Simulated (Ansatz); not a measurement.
`FC[SiH2][SiH3]` + `C[NH][SnH3]` → `FC[SiH2][SnH3]` + `CN[SiH3]`  (redistribution)

Computed with Ansatz on PBE0-D4/def2-TZVP structures; ΔE is electronic, products minus reactants. CCSD(T)/CBS adds triple-zeta CCSD(T) − MP2 to the extrapolated MP2 energy (def2 sets, frozen cores). Functionals use def2-TZVPP. B3LYP here is the variant with VWN-RPA as its local correlation; programs differ in this. def2 core potentials past Kr. For Sn outer-core shells are correlated without core-valence functions, which leaves a few kJ/mol of doubt a bond. One conformer a species, not always the lowest.

Q: Is it downhill or uphill in electronic energy at CCSD(T)/CBS, and by how much? (Estimate.)

A: Computed: Downhill: ΔE = -0.85 eV.

Q: What do these levels give: B3LYP-D4, ωB97M-V, PBE0, SCS-MP2/def2-TZVPP, CCSD(T)/def2-TZVPP, CCSD/CBS(def2)? (Estimate.)

A: Computed: B3LYP-D4 -0.87, ωB97M-V -0.91, PBE0 -0.85, SCS-MP2/def2-TZVPP -0.87, CCSD(T)/def2-TZVPP -0.83, CCSD/CBS(def2) -0.88 eV.

Largest T1 diagnostic among the species: 0.013.

In def2-TZVPP, CCSD(T) changes the Hartree–Fock value by +0.12 eV (the triples alone add +0.03 eV) and MP2 by +0.06 eV. From PBE to PBE0 (25 % exact exchange), in def2-TZVPP and without D4, ΔE moves by −0.06 eV.
